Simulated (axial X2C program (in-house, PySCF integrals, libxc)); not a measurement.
Curves of RhF from open-shell CI on d7 s1

Calculated with an in-house all-electron X2C program for linear molecules (integrals from PySCF): two-component X2C with atomic mean-field Coulomb and Gaunt terms, basis Rh dyall-v3z, F dyall-av3z (cores contracted in-house). Orbitals come from Hartree–Fock averaged over the configuration Rh d7 s1; CI then distributes these electrons over the d, s shells of Rh.

Scan along the bond; masses Rh 102.906 u, F 18.998 u. Energies in cm⁻¹ from the lowest point; levels are followed by energy order within each Ω. Lowest level at 1.977 Å: 100% d7 s1.

```csv
R (Å),(1)Ω=5,(1)Ω=4,(1)Ω=3,(1)Ω=0,(1)Ω=1
1.839,1330,2114,2895,3236,3303
1.908,176,954,1733,2155,2231
1.977,0,769,1543,1972,2051
2.056,632,1389,2151,2541,2619
2.135,1859,2600,3344,3675,3750
2.224,3682,4402,5118,5377,5447
2.333,6256,6945,7614,7800,7861
```

(1) Fit the curves (1)Ω=5, (1)Ω=4, (1)Ω=3, (1)Ω=0, (1)Ω=1 near their minima.

The 5 lowest curves are shown; the next is (1)Ω=2, from 2194 cm⁻¹.

There is no dynamic correlation: spin–orbit spacings and, for f shells, spacings inside one term are the most reliable numbers, splittings between terms come out too wide, and energies between configurations are not reliable, so the lowest level need not be the ground state of the molecule. For d shells the ligand-field splittings (σ, π, δ) and their order can be off by a thousand cm⁻¹ or more. At most 4 roots were kept for each Ω > 0 (twice that for Ω = 0) within 3.2 eV of the lowest, so higher up levels can be missing between those listed; levels with Ω > 0 are doubly degenerate and listed once, Ω = 0 levels singly.

Results:

(1) From the open-shell CI curves, Te from the lowest:

| level | Te (cm⁻¹) | Re (Å) | ωe (cm⁻¹) |
| --- | --- | --- | --- |
| (1)Ω=5 | 0 | 1.957 | 578.6 |
| (1)Ω=4 | 772 | 1.958 | 576.5 |
| (1)Ω=3 | 1547 | 1.958 | 574.0 |
| (1)Ω=0 | 1980 | 1.959 | 555.2 |
| (1)Ω=1 | 2058 | 1.959 | 554.1 |

Without dynamic correlation distances can be off by several hundredths of an Å (long for ionic bonds, short for multiple bonds) and the wavenumbers are rough.
